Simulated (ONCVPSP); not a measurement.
**Before and after: ONCV potential for zinc (Zn)**

Zn, optimised norm-conserving Vanderbilt (ONCV), made with ONCVPSP 4.0.1 (PBE, scalar-relativistic). Core [Ne], reference 3s2 3p6 3d10 4s1.5 (charge +0.5). Waves: 3s+4s: rc 1.00 bohr, ncon 4, nbas 8, qcut 14 1/bohr, 2 projectors; 3p: rc 0.70 bohr, ncon 3, nbas 6, qcut 9.6 1/bohr, 2 projectors, debl 2 Ha; 3d: rc 0.70 bohr, ncon 4, nbas 8, qcut 15.1 1/bohr, 2 projectors, debl 3.1 Ha. Local part: polynomial inside 0.60 bohr (lpopt 5, dvloc0 -1 Ha). Core correction: none.

In the p channel the program set the typed energies aside and used -3.235, 0.250 Ha.

Change: d: qcut 19.6.

Cutoffs: the cutoffs (Ha) at which the residual kinetic energy of the hardest occupied pseudo-wave falls to 1 and 0.1 mHa per electron; they do not see the model core or the augmentation charge, which bear on the density cutoff. Errors are all-electron minus pseudo energies relative to the spin-unpolarised reference configuration.

What does the change do?

The potential gets softer (407 Ha and 495 Ha → 162 Ha and 226 Ha); the errors of the 4 common tests hardly move; neither file shows a bound ghost.

| quantity | base | changed |
| --- | --- | --- |
| cutoff, loose | 407 Ha | 162 Ha |
| cutoff, tight | 495 Ha | 226 Ha |
| loose cutoff by channel | s 65 Ha, p 55 Ha, d 407 Ha | s 65 Ha, p 55 Ha, d 162 Ha |
| bound ghosts | none | none |
| GHOST(+) flags under 300 eV | none | none |
| error for 3s2 3p6 3d10 4s2, meV [ΔE -3.94 eV] | +0.3 | +0.3 |
| error for 3s2 3p6 3d10 4s1, meV [ΔE 5.95 eV] | -0.3 | -0.4 |
| error for 3s2 3p6 3d10 4s0, meV [ΔE 24.39 eV] | -0.6 | -0.8 |
| error for 3s2 3p6 3d10 4s1 4p1, meV [ΔE 1.15 eV] | -0.2 | -0.2 |
| s: phases at 1.02 bohr within 0.05 rad from the reference energy up to (Ha; the scan ends near 5) | to the end of the scan | to the end of the scan |
| p: phases at 0.71 bohr within 0.05 rad from the reference energy up to (Ha; the scan ends near 5) | to the end of the scan | to the end of the scan |
| d: phases at 0.71 bohr within 0.05 rad from the reference energy up to (Ha; the scan ends near 5) | to the end of the scan | to the end of the scan |
